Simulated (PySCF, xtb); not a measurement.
CH6O2Si2, SMILES O=C([SiH3])[SiH2]O.

GFN2-xTB run with xtb 6.7.1 at its own geometry gives an orbital gap of 1.88 eV and a dipole moment of 1.47 D.

The structure is a stationary point at B3LYP-D3(BJ)/def2-SVP. The geometry has at least one imaginary mode, so it is a saddle point at that level. This is a generated structure with no PubChem entry under its InChIKey; it may be hypothetical. One conformer was computed; it need not be the lowest.

What does HF/def2-TZVP (PySCF) give? (An estimate is asked for; the answer gives what the named calculation found.)

gap 12.15 eV (levels -10.16 and 1.99 eV), dipole 2.59 D.
